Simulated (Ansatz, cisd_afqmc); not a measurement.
System: BH$_{3}$Se, charge 0, singlet. BH3Se (SMILES B[SeH]).
B3LYP-D3(BJ)/def2-TZVP minimum from Ansatz (a program for electronic structure):
```xyz
5

B      0.4629    -0.0473    -1.4984
H     -0.2701    -0.5711    -2.2699
H      1.5021     0.4279    -1.8089
Se    -0.1344    -0.0093     0.3141
H      1.0228     0.6958     0.8925
```
Charge 0, spin multiplicity 1.

Atomisation energy term by term, kcal/mol (programs: Ansatz, cisd_afqmc). Open shells are spin-unrestricted; no spin-orbit coupling. Correlated methods leave the cores frozen (noble-gas shells, and filled d and f shells in the p block). No relativity. AFQMC is phaseless with a CISD trial state; ± is one standard error, without the phaseless bias. Outlying blocks are dropped, and bars are widened where a walk drifts. Over all cases where full CI ran beside it in this data, AFQMC minus full CI had a median of +0.1 mEh and passed +0.4 mEh in a tenth of the cases. CBS(X,Y): correlation extrapolated as X^-3, Hartree-Fock from the larger set (Q,5: extrapolated as (X+1)exp(-9√X)). A bracket is a step between two methods taken in the basis named. For partners of very few electrons the exact lower level stands in for a higher one.

```json
[
 {"term": "Hartree-Fock", "basis": "CBS(cc-pVQZ,cc-pV5Z)", "kcal/mol": "270.13"},
 {"term": "CCSD correlation", "basis": "CBS(cc-pVQZ,cc-pV5Z)", "kcal/mol": "77.75"},
 {"term": "(T)", "basis": "CBS(cc-pVQZ,cc-pV5Z)", "kcal/mol": "4.87"},
 {"term": "CCSDT(Q) - CCSD(T)", "basis": "cc-pVTZ", "kcal/mol": "0.28"},
 {"term": "CCSDTQ - CCSDT(Q)", "basis": "cc-pVDZ", "kcal/mol": "-0.02"},
 {"term": "sum: De", "basis": "", "kcal/mol": "353.0"}
]
```

The step beyond CCSD(T) by other levels: CCSDTQ in cc-pVDZ 0.36; AFQMC/CISD in cc-pVDZ 0.30 ± 0.21; CCSDT(Q) in cc-pVDZ 0.38 kcal/mol.
